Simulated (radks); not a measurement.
The numbers below are computed, except where a source is named.
Orbital eigenvalues (eV) of the rubidium ion Rb3+, [Ar] 3d10 4s2 4p4, at several levels of relativity; Dirac values are averaged over j with weights 2j + 1. Spin-unpolarised spherical Kohn-Sham, PBE, point nucleus unless stated (finite: rms radius 4.2036 fm), a radial shooting solver on a logarithmic mesh with Libxc functionals. A level marked "c x" has the speed of light scaled by that factor and shares open shells by 2j + 1; other Dirac levels either fill j = l - 1/2 first or share by 2j + 1.

shell  non-rel.  Dirac, 2j+1 shares  Dirac, 2j+1 shares, finite nucleus  Dirac, c x 1.25  change of magnitude, last against first (%)
1s       -14779              -15065                              -15064           -14959                                        +1.22
2s      -1978.3             -2043.2                             -2043.1          -2019.2                                        +2.07
2p      -1799.5             -1816.0                             -1816.0          -1809.9                                        +0.58
3s      -322.41             -333.44                             -333.43          -329.35                                        +2.15
3p      -257.89             -260.45                             -260.45          -259.50                                        +0.63
3d      -141.62             -139.42                             -139.42          -140.22                                        -0.99
4s      -62.648             -64.023                             -64.023          -63.514                                        +1.38
4p      -46.634             -46.748                             -46.748          -46.706                                        +0.15
